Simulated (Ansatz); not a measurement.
Total energies of CH₆AlBO₂Si.

```csv
atom,x (Å),y (Å),z (Å)
O1,1.035,1.010,-0.500
C2,0.110,1.766,-0.853
O3,-1.094,1.378,-1.021
Si4,-1.268,-0.389,-0.751
B5,0.653,-0.493,-0.197
Al6,0.968,-1.022,1.819
H7,0.331,2.819,-1.029
H8,-2.392,-0.455,0.221
H9,-1.825,-0.874,-2.045
H10,1.346,-1.194,-0.892
H11,1.492,-0.028,2.960
H12,0.644,-2.518,2.286
```

Total charge 0; spin multiplicity 1. The bonds changed during the relaxation, so this is another structure than the one it started from. The structure was optimised at the PBE0-D4/def2-TZVP level. It is one conformer, not always the lowest. Basis def2-TZVPP, Ansatz 0.2.0.

RPA on PBE orbitals: Hartree–Fock energy of these orbitals -746.64850 Eh, correlation -1.56013 Eh (frozen core).

| functional | energy without D4 (Eh) | D4 term (kJ/mol) |
| --- | --- | --- |
| PBE | -748.51005 | -29.5 |
| BLYP | -748.99304 | -64.2 |
| r2SCAN | -748.88251 | -7.2 |
| B97M-V | -748.89314 | – |
| PBE0 | -748.56787 | -25.1 |
| B3LYP | -749.10016 | -47.8 |
| r2SCAN0 | -748.84218 | -8.6 |
| HSE06 (plane-wave form) | -748.54432 | -23.6 |
| BHLYP | -748.93618 | -38.4 |
| LC-ωPBE | -748.73478 | – |
| ωB97X-V | -748.89735 | – |
| ωB97M-V | -748.93351 | – |
| B2PLYP | -748.65117 | – |
| PBE-QIDH | -748.35978 | – |

Problem. Give the same for LDA (SPW92), revPBE, r2SCANh, CAM-B3LYP. (Estimate.)

Solution. The calculation gave: 
```tsv
functional	energy without D4 (Eh)	D4 term (kJ/mol)
LDA (SPW92)	-745.10760	–
revPBE	-748.86866	-84.9
r2SCANh	-748.86569	-7.8
CAM-B3LYP	-748.97165	-25.8
```

B3LYP takes the VWN-RPA correlation (the form of Gaussian; ORCA's B3LYP/G). HSE06 is the plane-wave form, built on full-range PBE exchange. The double hybrids freeze the cores in their second-order part.

LC-ωPBE has ω = 0.4 bohr⁻¹.
